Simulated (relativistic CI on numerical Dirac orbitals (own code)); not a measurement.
## Ta XV: computed level list

Calculated at this level of theory: Dirac-Coulomb-Breit CI, orbitals from a KLI potential per configuration, a model potential for QED, unscaled Slater integrals (own radial code, finite nucleus).

CI space (outside the closed core [Ar] 3d10 4p6): 4s2 4d10 4f11 5s2, 4s2 4d10 4f12 5s, 4s2 4d10 4f11 5s 5p, 4s2 4d10 4f10 5s2 5p, 4s2 4d10 4f10 5s 5p2, 4s2 4d10 4f11 5s 5d, 4s2 4d10 4f12 5d, 4s2 4d10 4f10 5s2 5d, 4s2 4d10 4f12 6s, 4s2 4d9 4f12 5s2, 4s2 4d10 4f10 5s2 6s, 4s 4d10 4f12 5s2, 4s2 4d10 4f13, 4s2 4d9 4f14, 4s2 4d10 4f12 5p, 4s2 4d9 4f13 5p, 4d10 4f13 5s2, 4d10 4f14 5s, 4d10 4f13 5s 5p, 4d10 4f13 5s 5d, 4d9 4f14 5s2. Double excitations out of closed p, d and f shells are left out; levels of such configurations are missing from the list, as are those of other unlisted configurations, and high levels can miss mixing partners.

The lowest level is 4s2 4d10 4f11 5s2 4I°_15/2, with 96 % of that term; Hund's rules for 4s2 4d10 4f11 5s2 give 4I° with J = 15/2, in agreement.

| No. | Configuration | Term | J | E (cm⁻¹) | % | Landé g | jj configuration (%) |
| --- | --- | --- | --- | --- | --- | --- | --- |
| 1 | 4s2 4d10 4f11 5s2 | 4I° | 15/2 | 0.0 | 96 | 1.193 | 4f7/2^5 (79) |
| 2 | 4s2 4d10 4f11 5s2 | 4I° | 13/2 | 13544.0 | 99 | 1.104 | 4f5/2^5 4f7/2^6 (92) |
| 3 | 4s2 4d10 4f11 5s2 | 4I° | 11/2 | 19767.7 | 71 | 1.003 | 4f5/2^5 4f7/2^6 (37) |
| 4 | 4s2 4d10 4f11 5s2 | 4I° | 9/2 | 22499.4 | 30 | 0.993 | 4f7/2^5 (72) |
| 5 | 4s2 4d10 4f11 5s2 | 4F° | 9/2 | 29377.2 | 44 | 1.039 | 4f5/2^5 4f7/2^6 (58) |
| 6 | 4s2 4d10 4f11 5s2 | 4S° | 3/2 | 34297.0 | 55 | 1.554 | 4f7/2^5 (74) |
| 7 | 4s2 4d10 4f11 5s2 | 2H° | 11/2 | 35451.8 | 45 | 1.109 | 4f7/2^5 (44) |
| 8 | 4s2 4d10 4f11 5s2 | 4F° | 7/2 | 39432.3 | 88 | 1.196 | 4f5/2^5 4f7/2^6 (89) |
| 9 | 4s2 4d10 4f11 5s2 | 4F° | 5/2 | 42396.4 | 78 | 1.060 | 4f5/2^5 4f7/2^6 (53) |
| 10 | 4s2 4d10 4f11 5s2 | 4F° | 3/2 | 42919.6 | 50 | 0.923 | 4f5/2^5 4f7/2^6 (82) |
| 11 | 4s2 4d10 4f11 5s2 | 4F° | 9/2 | 45854.5 | 30 | 1.078 | 4f5/2^5 4f7/2^6 (47) |
| 12 | 4s2 4d10 4f11 5s2 | 2K° | 15/2 | 48180.5 | 90 | 1.062 | 4f5/2^5 4f7/2^6 (66) |
| 13 | 4s2 4d10 4f11 5s2 | 4G° | 11/2 | 49686.1 | 64 | 1.203 | 4f5/2^5 4f7/2^6 (61) |
| 14 | 4s2 4d10 4f11 5s2 | 2G° | 7/2 | 51661.1 | 56 | 0.959 | 4f5/2^5 4f7/2^6 (37) |
| 15 | 4s2 4d10 4f11 5s2 | 4G° | 9/2 | 52761.9 | 77 | 1.100 | 4f5/2^5 4f7/2^6 (74) |
| 16 | 4s2 4d10 4f11 5s2 | 2K° | 13/2 | 58719.9 | 87 | 0.949 | 4f5/2^5 4f7/2^6 (60) |
| 17 | 4s2 4d10 4f11 5s2 | 4F° | 3/2 | 59517.8 | 32 | 1.011 | 4f5/2^4 4f7/2^7 (63) |
| 18 | 4s2 4d10 4f11 5s2 | 2P° | 1/2 | 61263.3 | 92 | 0.614 | 4f5/2^5 4f7/2^6 (92) |
| 19 | 4s2 4d10 4f11 5s2 | 4G° | 5/2 | 64162.5 | 76 | 0.687 | 4f5/2^5 4f7/2^6 (64) |
| 20 | 4s2 4d10 4f11 5s2 | 4G° | 7/2 | 64850.5 | 63 | 0.964 | 4f5/2^4 4f7/2^7 (93) |
| 21 | 4s2 4d10 4f11 5s2 | 2D° | 5/2 | 65143.9 | 61 | 1.138 | 4f5/2^4 4f7/2^7 (59) |
| 22 | 4s2 4d10 4f11 5s2 | 2H° | 9/2 | 68761.3 | 40 | 1.028 | 4f5/2^3 4f7/2^8 (64) |
| 23 | 4s2 4d10 4f11 5s2 | 2D° | 5/2 | 71573.2 | 53 | 1.211 | 4f5/2^5 4f7/2^6 (50) |
| 24 | 4s2 4d10 4f11 5s2 | 2I° | 11/2 | 73078.2 | 66 | 0.981 | 4f5/2^5 4f7/2^6 (84) |
| 25 | 4s2 4d10 4f11 5s2 | 2L° | 17/2 | 73321.9 | 100 | 1.057 | 4f5/2^5 4f7/2^6 (100) |
| 26 | 4s2 4d10 4f11 5s2 | 4D° | 7/2 | 74431.4 | 91 | 1.398 | 4f5/2^5 4f7/2^6 (63) |
| 27 | 4s2 4d10 4f11 5s2 | 2I° | 13/2 | 78414.6 | 88 | 1.058 | 4f5/2^4 4f7/2^7 (52) |
| 28 | 4s2 4d10 4f11 5s2 | 2D° | 3/2 | 79908.4 | 48 | 1.050 | 4f5/2^4 4f7/2^7 (56) |
| 29 | 4s2 4d10 4f11 5s2 | 4D° | 3/2 | 80865.3 | 71 | 1.078 | 4f5/2^5 4f7/2^6 (68) |
| 30 | 4s2 4d10 4f11 5s2 | 2L° | 15/2 | 86248.6 | 93 | 0.947 | 4f5/2^4 4f7/2^7 (86) |
| 31 | 4s2 4d10 4f11 5s2 | 2H° | 9/2 | 87044.8 | 94 | 0.918 | 4f5/2^5 4f7/2^6 (70) |
| 32 | 4s2 4d10 4f11 5s2 | 4D° | 1/2 | 90552.8 | 92 | 0.045 | 4f5/2^4 4f7/2^7 (92) |
| 33 | 4s2 4d10 4f11 5s2 | 4D° | 5/2 | 92366.7 | 45 | 1.205 | 4f5/2^4 4f7/2^7 (74) |
| 34 | 4s2 4d10 4f11 5s2 | 2H° | 11/2 | 93358.7 | 65 | 1.037 | 4f5/2^4 4f7/2^7 (93) |
| 35 | 4s2 4d10 4f11 5s2 | 2F° | 7/2 | 99808.1 | 85 | 1.149 | 4f5/2^4 4f7/2^7 (62) |
| 36 | 4s2 4d10 4f11 5s2 | 2D° | 3/2 | 105155.8 | 70 | 0.906 | 4f5/2^3 4f7/2^8 (60) |
| 37 | 4s2 4d10 4f11 5s2 | 2F° | 5/2 | 117654.6 | 76 | 0.913 | 4f5/2^3 4f7/2^8 (71) |
| 38 | 4s2 4d10 4f11 5s2 | 2G° | 7/2 | 119623.4 | 95 | 0.897 | 4f5/2^5 4f7/2^6 (78) |
| 39 | 4f12(3H) 5s | 4H | 13/2 | 125126.4 | 99 | 1.228 | 4f7/2^6 5s (91) |
| 40 | 4s2 4d10 4f11 5s2 | 2G° | 9/2 | 127967.5 | 96 | 1.102 | 4f5/2^4 4f7/2^7 (64) |
| 41 | 4f12(3H) 5s | 4H | 11/2 | 132183.2 | 77 | 1.120 | 4f7/2^6 5s (68) |
| 42 | 4f12(3F) 5s | 4F | 9/2 | 135955.6 | 70 | 1.255 | 4f7/2^6 5s (95) |
| 43 | 4f12(1G) 5s | 2G | 7/2 | 140285.7 | 37 | 0.974 | 4f7/2^6 5s (82) |
| 44 | 4f12(3H) 5s | 4H | 9/2 | 142598.0 | 84 | 0.996 | 4f5/2^5 4f7/2^7 5s (91) |
| 45 | 4f10(5I) 5p | 6H° | 15/2 | 145400.0 | 51 | 1.264 | 4f7/2^4 5p1/2 (67) |
| 46 | 4f12(3H) 5s | 2H | 11/2 | 148200.8 | 77 | 1.098 | 4f5/2^5 4f7/2^7 5s (76) |
| 47 | 4f12(3F) 5s | 4F | 7/2 | 148780.8 | 51 | 0.974 | 4f5/2^5 4f7/2^7 5s (83) |
| 48 | 4f10(5I) 5p | 4K° | 17/2 | 150712.3 | 44 | 1.209 | 4f7/2^4 5p1/2 (64) |
| 49 | 4f12(3F) 5s | 4F | 5/2 | 151449.9 | 92 | 1.041 | 4f5/2^5 4f7/2^7 5s (71) |
| 50 | 4f12(3F) 5s | 4F | 3/2 | 152586.3 | 82 | 0.472 | 4f7/2^6 5s (44) |
| 51 | 4f12(1G) 5s | 2G | 9/2 | 155117.4 | 45 | 1.075 | 4f5/2^5 4f7/2^7 5s (97) |
| 52 | 4f12(3F) 5s | 2F | 7/2 | 157872.2 | 44 | 1.021 | 4f5/2^5 4f7/2^7 5s (57) |
| 53 | 4f10(5I) 5p | 6H° | 13/2 | 159258.8 | 37 | 1.184 | 4f5/2^5 4f7/2^5 5p1/2 (77) |
| 54 | 4f10(5I) 5p | 6K° | 15/2 | 163390.7 | 33 | 1.143 | 4f5/2^5 4f7/2^5 5p1/2 (76) |
| 55 | 4f12(3F) 5s | 2F | 5/2 | 164231.5 | 64 | 1.002 | 4f7/2^6 5s (51) |
| 56 | 4s2 4d10 4f11 5s2 | 2F° | 5/2 | 166600.2 | 98 | 0.856 | 4f5/2^5 4f7/2^6 (82) |
| 57 | 4f12(1G) 5s | 2G | 7/2 | 167299.7 | 46 | 0.959 | 4f5/2^4 4f7/2^8 5s (53) |
| 58 | 4f10(5I) 5p | 6I° | 11/2 | 167531.0 | 35 | 1.062 | 4f5/2^4 4f7/2^6 5p1/2 (48) |
| 59 | 4f12(3H) 5s | 2H | 9/2 | 169709.5 | 56 | 0.990 | 4f5/2^4 4f7/2^8 5s (92) |
| 60 | 4f10(5I) 5p | 6K° | 13/2 | 172045.9 | 38 | 1.069 | 4f5/2^4 4f7/2^6 5p1/2 (50) |
| 61 | 4f10(5I) 5p | 6I° | 9/2 | 172806.4 | 21 | 1.038 | 4f7/2^4 5p1/2 (45) |
| 62 | 4s2 4d10 4f11 5s2 | 2F° | 7/2 | 175683.6 | 96 | 1.136 | 4f5/2^4 4f7/2^7 (80) |
| 63 | 4f10(5I) 5p | 6K° | 11/2 | 176528.9 | 29 | 1.014 | 4f7/2^4 5p1/2 (38) |
| 64 | 4f10(5F) 5p | 6D° | 9/2 | 177079.7 | 28 | 1.168 | 4f5/2^5 4f7/2^5 5p1/2 (47) |
| 65 | 4f12(3P) 5s | 4P | 5/2 | 178486.8 | 49 | 1.293 | 4f5/2^5 4f7/2^7 5s (50) |
| 66 | 4f12(1D) 5s | 2D | 3/2 | 179920.1 | 55 | 0.969 | 4f7/2^6 5s (48) |
| 67 | 4f10(5I) 5p | 6K° | 9/2 | 181055.3 | 35 | 0.795 | 4f5/2^5 4f7/2^5 5p1/2 (44) |
| 68 | 4f10(5I) 5p | 4H° | 7/2 | 181504.4 | 42 | 0.645 | 4f5/2^5 4f7/2^5 5p1/2 (34) |
| 69 | 4f10(5F) 5p | 4G° | 11/2 | 181715.9 | 29 | 1.195 | 4f5/2^5 4f7/2^5 5p1/2 (44) |
| 70 | 4f10(5S) 5p | 6P° | 3/2 | 182361.8 | 42 | 1.821 | 4f7/2^4 5p1/2 (62) |

Energies count from the lowest computed level; ° marks odd parity. Percentages are summed over parent terms; the parents shown are those of the largest component, closed shells are left out there. Filled j subshells are mostly left out of the jj labels.

The mean weight of the leading LS term, summed over parents, in these 70 levels is 63 %, and that of the leading jj configuration (from the same eigenvectors) 67 %.

At this charge transitions that keep the count of f electrons are usually good to a few per cent. Terms inside the open d or f shell come out 10 to 20 % too wide with unscaled integrals. Levels and lines within the n = 5 or 6 shells can be off by up to 10 % or somewhat more, and those that change n by about 2 %, since core polarisation is missing. Levels that differ in their count of f electrons can be misplaced by several ten thousand cm⁻¹, since the correlation energy of f electrons is missing or only estimated; rates across such gaps can be off by orders of magnitude.

LS names give the leading component of a level, which can be under half, so a name can repeat, a term be missing and a line seem to break the LS rules.
